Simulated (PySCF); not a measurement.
## Radial density of Kr²⁺ (krypton, charge +2)

B3LYP, [Ar] 3d10 4s2 4p4, high-spin 3P determinant. Computed with PySCF 2.14 in cc-pVDZ-PP with ECP10MDF (4s3p2d, 23 functions), with a scalar-relativistic core potential. This is the valence pseudo-density: the core potential removes the inner electrons and smooths the orbitals near the nucleus.

```csv
r (bohr),4πr²ρ (e/bohr),4πr²(ρα − ρβ)
0.000619,5.553e-05,0.0000
0.00104,0.0001569,0.0000
0.00175,0.0004418,0.0000
0.00295,0.001234,0.0000
0.00495,0.003372,0.0000
0.00833,0.008677,0.0000
0.0140,0.01938,0.0000
0.0236,0.03456,0.0000
0.0397,0.05963,0.0001
0.0667,0.1995,0.0005
0.112,1.443,0.0037
0.189,8.274,0.0404
0.317,28.18,0.2614
0.534,32.45,0.1348
0.898,8.965,0.3937
1.51,4.772,1.4621
2.54,1.088,0.4181
4.27,0.03294,0.0125
7.19,1.520e-05,0.0000
```

Energies and moments cover only the electrons outside the core potential.
